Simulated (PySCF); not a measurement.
One of the candidates below gave these computed data.

All candidates are C5H5ClNP.

| technique | computed result |
| --- | --- |
| NMR, other nuclei | isotropic shieldings of nuclei other than C and H, by class: -89 (1 N), 40 (1 P), 607 (1 Cl) ppm [GIAO PBE0/pcSseg-1] |
| Dipole | 2.94 D [CAM-B3LYP/def2-SVPD] |
| Triplet | lowest triplet excitation (Tamm–Dancoff): 3.31 eV [TDA CAM-B3LYP/def2-SVPD] |
| Rotational structure | rotational constants A, B, C: 3.650, 0.909, 0.731 GHz [GFN2-xTB] |
| 13C NMR | chemical shifts (computed TMS as zero) by class: 168.6 (1 C), 162.5 (1 C), 159.1 (1 C), 156.6 (1 C), 23.9 (1 C) ppm [GIAO PBE0/pcSseg-1] |
| 1H NMR | chemical shifts (computed TMS as zero) by class: 9.11 (1 H), 8.82 (1 H), 2.83 (3 H) ppm [GIAO PBE0/pcSseg-1] |
| UV, strongest line | among the 8 lowest singlet transitions: S6 at 5.98 eV (207 nm, f = 0.470) [TDDFT CAM-B3LYP/def2-SVPD] |

Electronic properties: PySCF, gas phase, density fitting. Levels stand in brackets. Isolated species at its GFN2-xTB geometry, gas phase. Each NMR value is the plain mean over a class of atoms that symmetry, rotation or inversion makes alike.

Question: Which candidate is it?
A. `Cc1cnc(Cl)cp1`
B. `Cc1cpcnc1Cl`
C. `Cc1nc(Cl)ccp1`

Answer: A. It is `Cc1cnc(Cl)cp1`. Numbering: `[CH3:1][c:2]1[cH:3][n:4][c:5]([Cl:6])[cH:7][p:8]1`. 5 carbons fall into 5 classes; from least to most shielded: substituted aromatic carbon [C2] (168.6 ppm), aromatic C–Cl carbon [C5] (162.5 ppm), aromatic CH next to a ring nitrogen [C3] (159.1 ppm), aromatic CH carbon [C7] (156.6 ppm), benzylic-type carbon [C1] (23.9 ppm). Hydrogen classes from least to most shielded: 1 H on an aromatic CH next to a ring nitrogen, C3 (9.11 ppm), 1 H on an aromatic CH carbon, C7 (8.82 ppm), 3 H on a benzylic-type carbon, C1 (2.83 ppm). The other shieldings belong to: -89 ppm, pyridine-type nitrogen [N4]; 40 ppm, phosphorus bonded to 2 C [P8]; 607 ppm, aryl chlorine [Cl6]. The optimised geometry has point group Cs and is an asymmetric top.

The others, at the same levels:
- `Cc1cpcnc1Cl` fails: its computed 13C shifts are 188.1 (1 C), 175.3 (1 C), 163.9 (1 C), 139.6 (1 C), 27.7 (1 C) ppm, 1H shifts are 10.29 (1 H), 9.47 (1 H), 2.61 (3 H) ppm and rotational constant A is 2.798 GHz (against 3.650 GHz).
- `Cc1nc(Cl)ccp1` fails: its computed 13C shifts are 206.5 (1 C), 178.1 (1 C), 162.8 (1 C), 128.2 (1 C), 33.3 (1 C) ppm, 1H shifts are 9.49 (1 H), 7.62 (1 H), 3.07 (3 H) ppm and lowest triplet excitation (Tamm–Dancoff) is 3.00 eV (against 3.31 eV).
